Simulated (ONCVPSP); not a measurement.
## Configuration tests for iridium (ONCV)

```
Element                 : Ir
Generator               : ONCVPSP 4.0.1
Type                    : optimised norm-conserving Vanderbilt (ONCV)
Functional              : PBEsol
Relativity              : scalar-relativistic
Frozen core             : [Kr] 4d10 4f14
Valence charge          : 17
Reference configuration : 5s2 5p6 5d7 6s1 (charge +1)
Partial waves           : 5s+6s: rc 1.70 bohr, ncon 4, nbas 8, qcut 8.2 1/bohr, 2 projectors; 5p: rc 1.95 bohr, ncon 4, nbas 7, qcut 7.7 1/bohr, 3 projectors, debl 2.2 Ha; 5d: rc 1.75 bohr, ncon 4, nbas 9, qcut 8.1 1/bohr, 2 projectors, debl 1.3 Ha
Local potential         : polynomial inside 1.70 bohr (lpopt 5, dvloc0 0 Ha)
Core correction         : Teter function, fcfact 2, rcfact 1.7
```

In the p channel the program set the typed energies aside and used -2.318, 0.250, 2.450 Ha.

Energies are relative to the spin-unpolarised reference configuration 5s2 5p6 5d7 6s1; without spin polarisation the order of configurations can differ from experiment.

```
valence configuration  charge  ΔE all-electron (eV)  error AE − PS (meV)
      5s2 5p6 5d7 6s2       0                -9.929                 +1.7
      5s2 5p6 5d7 6s0      +2                17.496                 -8.8
      5s2 5p5 5d7 6s2      +1                51.050                 -181
```

(1) What are ΔE and the potential's error for 5s2 5p6 5d6 6s0?

Levels in the configuration 5s2 5p6 5d6 6s0:

| level | all-electron (eV) | pseudo (eV) |
| --- | --- | --- |
| 5s | -129.619 | -129.675 |
| 5p | -86.078 | -86.118 |
| 5d | -36.918 | -36.928 |

Results:

(1) ΔE = 48.070 eV all-electron; the error (AE − PS) is -16 meV.
